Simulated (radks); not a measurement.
Initial-state core-level shifts of the bromine ion Br+ when its valence configuration changes from [Ar] 3d10 4s2 4p4. Method: scalar-relativistic Kohn-Sham, PBEsol, spin-polarised, spherical densities, point nucleus; open shells are filled with parallel spins first; computed with a radial shooting solver on a logarithmic mesh with Libxc functionals. Shifts are changes of the shell-averaged eigenvalues in eV (positive: less bound).

valence               1s       2s       3s       3p
3d9 4s2 4p5      -15.763  -17.432  -13.283  -13.060
3d10 4s1 4p5      -1.634   -1.604   -1.624   -1.615
3d9.5 4s1 4p5.5   -9.368  -10.163   -8.186   -8.063
3d9.5 4s2 4p4.5   -7.792   -8.609   -6.620   -6.506
3d9 4s1 4p6      -17.284  -18.939  -14.795  -14.562
